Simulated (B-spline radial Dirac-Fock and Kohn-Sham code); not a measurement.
# Dipole and non-dipole photoemission parameters of Zn 3d5/2

System: atomic zinc in the configuration [Ar] 3d10 4s2; threshold 15.56 eV (orbital energy of the model). These are calculated numbers from a radial finite-basis atomic code; the model is Dirac-Hartree-Slater photoionisation with a Latter tail; cross sections with all multipoles, angular parameters from the dipole term and its interference with E2.

Input file task.json (cfg lists n, l and occupation; rrms is the nuclear radius in fm):

```json
{"items": [{
  "Z": 30,
  "q": 0,
  "cfg": [[1, 0, 2], [2, 0, 2], [2, 1, 6], [3, 0, 2], [3, 1, 6], [3, 2, 10], [4, 0, 2]],
  "A": 64,
  "rrms": 3.9283,
  "do": "xps",
  "hv": [59.8, 67.7, 76.4, 80, 100, 101.0, 111.0, 124.0, 134.0, 192.0, 200, 206.0, 303.0, 350.0, 400, 800, 1486.9, 1660.0, 2120.0, 4000.0, 5180.0, 6380.0, 6520.0, 8360.0, 9220.0, 9251.7, 10000.0, 12200.0, 15000],
  "edges": {"K": 9659.0, "L1": 1196.2, "L2": 1044.9, "L3": 1021.8, "M1": 139.8, "M2": 91.4, "M3": 88.6}
}]}
```

Run with: `python xray2_run.py task.json out`

For linearly polarised light dσ/dΩ = σ/(4π) [1 + β P₂(cos θ) + (δ + γ cos²θ) sin θ cos φ], with θ from the polarisation vector and φ the angle between the beam and the projection of the electron momentum on the plane normal to the polarisation.

```tsv
hν (eV)	σ (kb)	β	γ	δ
59.8	5630	0.196	-0.002	0.012
67.7	5620	0.292	0.000	0.013
76.4	5450	0.384	0.002	0.014
80	?	?	?	?
100	4680	0.576	0.008	0.016
101	4650	0.583	0.009	0.016
111	4300	0.647	0.012	0.017
124	3860	0.720	0.015	0.018
134	3530	0.770	0.018	0.018
192	2040	0.971	0.037	0.022
200	1900	0.991	0.040	0.023
206	1800	1.004	0.042	0.023
303	791	1.145	0.084	0.029
350	557	1.179	0.108	0.032
400	395	1.200	0.133	0.034
800	52.0	1.172	0.334	0.056
1486.9	6.52	0.991	0.567	0.096
1660	4.42	0.951	0.608	0.106
2120	1.82	0.857	0.695	0.133
4000	0.160	0.628	0.902	0.237
5180	0.0566	0.544	0.980	0.296
6380	0.0239	0.480	1.034	0.353
6520	0.0218	0.474	1.039	0.359
8360	0.00762	0.404	1.082	0.438
9220	0.00501	0.378	1.093	0.472
9251.7	0.00494	0.377	1.093	0.473
10000	0.00353	0.359	1.100	0.502
12200	0.00149	0.315	1.113	0.581
15000	0.000601	0.274	1.120	0.674
```

Question: Give the values at 80 eV.

Answer: σ = 5350 kb, β = 0.418, γ = 0.003, δ = 0.014.
